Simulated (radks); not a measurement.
Task: The barium ion Ba11+ is in [Kr] 4d9. Method: scalar-relativistic Kohn-Sham, PBE, spin-polarised, spherical densities, finite nucleus; Fermi nuclear charge, rms radius of each element as measured or else 0.836 A^(1/3) + 0.57 fm; computed with a radial shooting solver on a logarithmic mesh with Libxc functionals. Open shells are filled with parallel spins first. One electron is removed from 4p, 4s, 3d, 4d in turn, with full relaxation. Which removal costs least, and what does each cost?

Result: 4d 270.15 eV; 4p 364.42 eV; 4s 428.89 eV; 3d 974.26 eV. The 4d electron leaves first.
